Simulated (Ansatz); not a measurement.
A structure relaxed at PBE0/def2-TZVPD in Ansatz, charge -1, singlet:

Cartesian coordinates in Å:
```
Cs -0.442 -4.932 2.062
Cs 0.479 3.829 0.493
Cs -0.286 -1.521 -1.662
Cs 0.272 0.170 3.877
Cs -0.024 2.454 -4.770
```

**Question.** Give its formula and point group.

**Answer.** Cs5⁻. Point group C2v (tolerance 0.1 Å).

**Question.** Summarise the bond lengths by kind (pairs closer than 1.2 times the sum of covalent radii, bridged metal pairs left out).

**Answer.** 7 × Cs–Cs 4.99 to 5.82 Å.

In the def2 sets Cs takes a core potential; there is no spin–orbit coupling. The structure comes from a short search, and lower isomers may exist.
